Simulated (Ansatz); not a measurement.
A run on C2H5AlO, SMILES `C[CH]1[O][AlH]1` with other settings.

```yaml
crystal:
  periodic: [false, false, false]
  atoms:
    - {symbol: C, position_ang: [0.149816, 0.638437, -1.058337]}
    - {symbol: C, position_ang: [0.082815, -0.530545, -0.119834]}
    - {symbol: O, position_ang: [0.998161, -0.413506, 1.044979]}
    - {symbol: Al, position_ang: [-0.593602, -0.544989, 1.648643]}
    - {symbol: H, position_ang: [1.142217, 0.700559, -1.521070]}
    - {symbol: H, position_ang: [-0.040888, 1.589939, -0.556124]}
    - {symbol: H, position_ang: [-0.588127, 0.523967, -1.857183]}
    - {symbol: H, position_ang: [0.251850, -1.475049, -0.642912]}
    - {symbol: H, position_ang: [-1.313743, -0.535215, 3.044838]}
basis:
  gaussian: {orbitals: ANO-RCC-VTZP}
magnetization: {spin_polarized: true, initial_magnetization: 0}
hamiltonian: {xc: {name: PBE0-DH}}
```

```sh
$ ansatz run in.yaml --threads 2 --pin off --events-out ev --progress --plain --max-ram 4352MiB
```

It prints (some lines left out):

```
Functional definition: PBE0-DH
1149 factors; integrals over basis functions are off by at most 1.1e-3 eV
mean field evaluation 1: about -10795.8475 eV, gradient 4.1e1 eV
mean field evaluation 2: about -10795.9211 eV, gradient 4.1e1 eV
mean field evaluation 4: about -10803.0926 eV, gradient 1.0e1 eV
mean field evaluation 8: about -10803.5117 eV, gradient 2.6e-1 eV
mean field evaluation 16: about -10803.5122 eV, gradient 4.6e-5 eV
mean field -10803.51219000 eV, -397.0217500989 hartree, gradient 8.9e-6 eV, S^2 0.000000; 0 other end points of the search recorded, 0 dependent functions left out
8 core orbitals not correlated: weight in the atoms' cores, before any rotation towards them, 1.000 or more for the frozen orbitals, at most 0.000 for the correlated occupied ones
reference -10803.51222116 eV, -397.0217512441 hartree; 11, 11 occupied and 175, 175 virtual orbitals, 1149 factors
second order -22.29260817 eV of doubles, -0.00000000 eV of singles
Total energy: -10806.29879718 eV, -397.1241560240 hartree
Relativity: scalar
```

Hardware: 2 threads of an Arm Neoverse V2 on a shared host. Wall time 13 s, peak host memory 0.55 GiB.
